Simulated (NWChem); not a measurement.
Species: InHCl2; SMILES [Cl][InH][Cl]

Computed with NWChem. Geometry: optimised at PBE0/def2-SVP. Not confirmed as a minimum by frequencies. def2 effective core potentials on In; no spin-orbit coupling. Ions are spin-unrestricted doublets at the neutral geometry; other ion states weren't tried.

Problem. Estimate the computed values for PBE0/def2-SVP. Quantities: −ε(HOMO) (eV).

Solution. The −ε(HOMO) (eV) is 8.74.
